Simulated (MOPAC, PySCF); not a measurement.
H3B, SMILES `B`, neutral singlet in the gas phase. 

Cartesian coordinates (Å):
```xyz
4

B      0.0000     0.0000     0.0003
H     -1.0231    -0.6088    -0.0792
H     -0.0140     1.1931    -0.0022
H      1.0372    -0.5843     0.0811
```
Charge 0, spin multiplicity 1.

All levels are single points at this geometry (PBE0-D3(BJ)/def2-TZVP); Pople sets use spherical d functions. Orbital energies aren't observables, and empty levels follow the basis.

PM7 in MOPAC gives gap (eV) = 11.66.

Question: Estimate the gap (eV) from each of these levels: TPSSh-D3(BJ)/def2-TZVP in PySCF; B3LYP/6-311+G** in PySCF; B3LYP/6-31G* in PySCF; PBE/6-31G* in PySCF; SVWN5/6-31G* in PySCF; HF/STO-3G in PySCF; AM1 in MOPAC; PM3 in MOPAC.

Answer: 
| level | gap (eV) |
|---|---|
| TPSSh-D3(BJ)/def2-TZVP in PySCF | 6.96 |
| B3LYP/6-311+G** in PySCF | 7.49 |
| B3LYP/6-31G* in PySCF | 7.78 |
| PBE/6-31G* in PySCF | 5.61 |
| SVWN5/6-31G* in PySCF | 5.27 |
| HF/STO-3G in PySCF | 19.08 |
| AM1 in MOPAC | 13.45 |
| PM3 in MOPAC | 13.69 |
